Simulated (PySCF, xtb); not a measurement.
Si(H)(Br)(Me)(vinyl) (C3H7BrSi), SMILES [SiH](C=C)(C)Br. One conformer was computed; it need not be the lowest.

Harmonic wavenumbers (cm⁻¹) from GFN2-xTB (xtb) at its own minimum, in rising order: 57, 113, 118, 146, 184, 343, 399, 483, 639, 645, 703, 776, 828, 837, 928, 1009, 1024, 1276, 1377, 1422, 1476, 1479, 1666, 2277, 3023, 3029, 3033, 3040, 3080, 3102.

Problem. What does PBE0-D3(BJ)/def2-SVP run with PySCF give at its own minimum? (An estimate is asked for; the answer gives what the named calculation found.)

Solution. 82, 136, 167, 172, 219, 352, 425, 501, 644, 684, 737, 763, 837, 897, 1002, 1003, 1032, 1261, 1271, 1415, 1421, 1427, 1691, 2234, 3058, 3135, 3149, 3164, 3179, 3243. Paired by order, the mean absolute difference is 46 cm⁻¹ and the zero-point energies are 55.1 and 56.2 kcal/mol.
